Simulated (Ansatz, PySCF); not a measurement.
System: CH3BO (charge 0, singlet). SMILES: [BH3-]C#[O+]
Geometry from a B3LYP-D3(BJ)/def2-TZVP (Ansatz, an electronic-structure program) optimisation:
```
B
H 1 1.2065
H 1 1.2065 2 113.74
H 1 1.2065 2 113.74 3 -132.37
C 1 1.5197 2 104.76 4 -113.81
O 5 1.1287 2 147.44 1 180.00
```

Quantity: atomisation energy (electronic, to ground-state atoms), in kcal/mol. Valence correlation only, unless marked. UHF or UKS for open shells. No spin-orbit coupling. Non-relativistic. The coupled-cluster limit lacks core correlation, which all-electron functionals hold. Basis-set limits of correlation are two-point, X^-3; Hartree-Fock from the larger set.

| level | program | atomisation energy (kcal/mol) | rough core time |
|---|---|---|---|
| HF/6-31G* | Ansatz | 412.4 | - |
| HF/aug-cc-pVQZ | Ansatz | 413.2 | under 20 s |
| M06-L-D4/def2-TZVPD | PySCF + dftd4 | 577.5 | - |
| BHLYP-D4/def2-TZVPD | Ansatz + dftd4 | 546.5 | under 20 s |
| wB97X-V/def2-TZVPD | Ansatz | 567.3 | under 20 s |
| B2PLYP-D4/def2-TZVPD | Ansatz + dftd4 | 565.7 | under 20 s |
| RI-MP2/cc-pVTZ | Ansatz | 566.3 | under 20 s |
| RI-MP2/CBS(cc-pVTZ,cc-pVQZ) | Ansatz | 579.6 | under 20 s |
| CCSD(T)/aug-cc-pVTZ | Ansatz | 553.2 | 30 s |
| CCSD(T)/CBS(cc-pVTZ,cc-pVQZ) | Ansatz | 564.3 | - |

Core times are rough, on shared machines, summed over the molecules involved; a dash marks a level read off another run, or run on other hardware, by another program or under a memory cap.
